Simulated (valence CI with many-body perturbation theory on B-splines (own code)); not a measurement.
**Ag²⁴⁺: input, log and results**

Computed by valence CI with perturbative core correlation (CI+MBPT): five valence electrons over a frozen Dirac-Fock core [Ar], radial functions for each j: 7 s, 7 p, 8 d, 6 f, 4 g, 1 h, with the one-electron correlation potential Σ1 (screened to all orders), the two-electron term Σ2, the three-electron term Σ3, Breit, model QED; selected single and double excitations, second order for the rest, scaled by the run's own slope (own B-spline code, finite nucleus).

Command, and the settings that its task file holds:

```sh
python run_cv.py task.json out
```

```
atom Ag  Z=47  mass_number=107  rms_radius_fm=4.5454
core [Ar]
valence 3d5
avg = 1
basis = M
beyond = 1
breit = 1
cap = 32000
capref = 2200
cscale = 1
de = 0.0
dress = 0
eps = 2e-08
extrap = 1
h = 0.27
hh = 1
l2 = 3
lcore = 6
maxit = 60
n2 = 5
natural = 1
nlev = 190
nno = [4, 4, 5, 4, 3, 1]
nroot = 40
nsp = [3, 3, 3, 2, 1, 0]
pt2 = 1
qed = 1
rpa = 1
s1 = 1
s2 = 1
s3 = 1
screen = 1
tol = 2e-05
whole = 1
```

(1) Roughly how long does this run take on one core of Intel(R) Xeon(R) Processor @ 2.30GHz, and how much memory?

Log. The first blocks belong to the next ion, which gives the ionisation energy. Fields: 2J, parity (1 odd), roots, reference size, generating configurations, candidates as configurations/state functions, variational space P, stored matrix elements, Davidson steps; e2 is the range of second-order energies in hartree. The first line gives the box (bohr), its intervals, the orbitals and the steps of their self-consistent field. Window is the range of levels sought, series limit the energy at which the first omitted orbital would enter, core excitation an estimate of the first excitation out of the core, left out the lowest levels not solved, and shifts from estimates the range by which levels moved from their first estimate, all in cm⁻¹.

```
rmax 4.6 intervals 59 orbitals 59 references ['3d5', '3d4 4s', '3d4 4p'] scf 5 t 1.1
2J=0 par=0 roots 2 ref 17 generators 4 cand 1653/3183 P 1666/3200 nnz 2.1e+06 it 4
2J=0 par=0 roots 2 ref 17 generators 7 cand 813/1786 P 2479/4986 nnz 4e+06 it 5
   second order: generators 10 cand 5266/12837 e2 -0.00002 -0.00001
2J=2 par=0 roots 2 ref 36 generators 3 cand 559/3093 P 574/3129 nnz 2.4e+06 it 4
2J=2 par=0 roots 2 ref 36 generators 7 cand 1629/7619 P 2203/10748 nnz 2.3e+07 it 5
   second order: generators 11 cand 6721/45004 e2 -0.00004 -0.00003
2J=4 par=0 roots 2 ref 51 generators 4 cand 380/3127 P 396/3178 nnz 2.5e+06 it 5
2J=4 par=0 roots 2 ref 51 generators 7 cand 1822/12086 P 2218/15264 nnz 4.7e+07 it 10
   second order: generators 8 cand 3720/37112 e2 -0.00005 -0.00003
reference levels 1767, estimated 37, window 448478 1/cm; series limit 7832060, core excitation 1292847
2J=5 par=0 roots 10 ref 152 generators 5 cand 242/3873 P 421/6348 nnz 9.1e+06 it 6
2J=5 par=0 roots 10 ref 152 generators 5 cand 1546/20206 P 1967/26554 nnz 1.4e+08 it 9
   second order: generators 9 cand 12713/458226 e2 -0.00076 -0.00032
2J=7 par=0 roots 7 ref 137 generators 3 cand 232/3804 P 410/6320 nnz 9.3e+06 it 6
2J=7 par=0 roots 7 ref 137 generators 3 cand 1403/19925 P 1813/26245 nnz 1.4e+08 it 8
   second order: generators 5 cand 8160/377755 e2 -0.00093 -0.00073
2J=3 par=0 roots 7 ref 127 generators 3 cand 310/3731 P 531/6345 nnz 8.9e+06 it 5
2J=3 par=0 roots 7 ref 127 generators 3 cand 2071/20671 P 2602/27016 nnz 1.4e+08 it 9
   second order: generators 8 cand 11320/343383 e2 -0.00020 -0.00012
2J=11 par=0 roots 3 ref 67 generators 3 cand 316/3837 P 545/6382 nnz 9.3e+06 it 5
2J=11 par=0 roots 3 ref 67 generators 3 cand 1754/19986 P 2299/26368 nnz 1.4e+08 it 9
   second order: generators 4 cand 4176/159256 e2 -0.00016 -0.00011
2J=9 par=0 roots 5 ref 107 generators 3 cand 247/3964 P 438/6400 nnz 9.5e+06 it 6
2J=9 par=0 roots 5 ref 107 generators 3 cand 1496/19729 P 1934/26129 nnz 1.4e+08 it 8
   second order: generators 4 cand 6286/306015 e2 -0.00063 -0.00050
2J=1 par=0 roots 4 ref 74 generators 3 cand 588/3859 P 982/6393 nnz 8.4e+06 it 5
2J=1 par=0 roots 4 ref 74 generators 3 cand 2064/11714 P 3046/18107 nnz 6e+07 it 7
   second order: generators 8 cand 10735/173196 e2 -0.00008 -0.00003
2J=13 par=0 roots 1 ref 35 generators 1 cand 421/3770 P 715/6268 nnz 9.1e+06 it 4
2J=13 par=0 roots 1 ref 35 generators 1 cand 1648/15807 P 2363/22075 nnz 1e+08 it 5
   second order: generators 2 cand 5389/141278 e2 -0.00006 -0.00006
left out: unestimated 3965544, estimated none, shifts from estimates -415 to 16
operators 1.6
```

The Davidson iterations converged.

No measured levels were compared; by estimate terms of the open shell hold to 2 to 4 % of their energy, and close levels can change places. Only levels of the ground parity were solved; by the run's estimate the other parity begins above the list, which can be wrong where configurations are misplaced.

| Property | Result |
| --- | --- |
| Valence energy | -254.2526 hartree |
| Ionisation energy | 1230.7 eV (NIST: 1231 ± 4 eV (theoretical)) |
| Reference configurations for the orbitals | 3d5, 3d4 4s, 3d4 4p |
| Radial orbitals | 59 |
| Box radius | 4.584 bohr |
| Largest variational space | 27016 |
| Lowest levels | 3d⁵ ⁶S_5/2 0.0, 3d⁵ ⁴G_5/2 [a] 85871, 3d⁵ ⁴G_7/2 114120, 3d⁵ ⁴P_3/2 118060, 3d⁵ ⁴G_11/2 118140, 3d⁵ ⁴G_5/2 [b] 123230, 3d⁵ ⁴G_9/2 125290, 3d⁵ ⁴P_1/2 134250, 3d⁵ ⁴D_7/2 153040, 3d⁵ ⁴D_5/2 161130, 3d⁵ ²I_11/2 174140, 3d⁵ ⁴D_1/2 175230, 3d⁵ ⁴D_3/2 179350, 3d⁵ ²F_7/2 [a] 182140 cm⁻¹ |

Names give the largest LS component (configuration and term), which can be under half, so a name can repeat, a term be missing and a line seem to break the LS rules; names also repeat where a configuration has a term twice. Letters in brackets count levels of one name in rising energy.

Answers

(1) 88 s on 1 thread of Intel(R) Xeon(R) Processor @ 2.30GHz (shared host), peak memory 1.2 GiB.
